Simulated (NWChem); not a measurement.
Molecule: Si$_{2}$N$_{2}$H$_{8}$O; SMILES [SiH3]O[SiH](N)N

```xyz
13

N      1.1679    -1.7910     0.5283
Si     0.0183    -0.9638    -0.4471
N     -1.4948    -1.1762     0.3573
O      0.1959     0.6796    -0.6405
Si     0.0678     2.0819     0.2244
H      1.2169    -1.6200     1.5256
H      2.0724    -2.0414     0.1486
H      0.1938    -1.5090    -1.8147
H     -1.7637    -2.1041     0.6616
H     -2.3023    -0.6394     0.0650
H     -1.3495     2.5316     0.3108
H      0.5931     1.9278     1.6104
H      0.8545     3.1364    -0.4658
```
Atoms are numbered in this order, from 1.

All runs: NWChem. Geometry: optimised at B3LYP/6-31G* (spherical d). Total energies compare along this basis series because the functional is fixed.

```csv
level,basis functions,energy (Ha),highest occupied level (eV),orbital gap (eV),dipole (D),relative time
PBE0/def2-SVP,118,-767.8803,-7.25,8.22,1.46,1
PBE0/def2-SVPD,175,-767.9078,-7.60,7.80,1.24,2
PBE0/def2-TZVP,215,-768.3261,-7.53,7.90,1.28,5
PBE0/def2-TZVPP,289,-768.3302,-7.54,7.89,1.28,10
```

The last column is a rough cost ratio, cheapest run = 1.
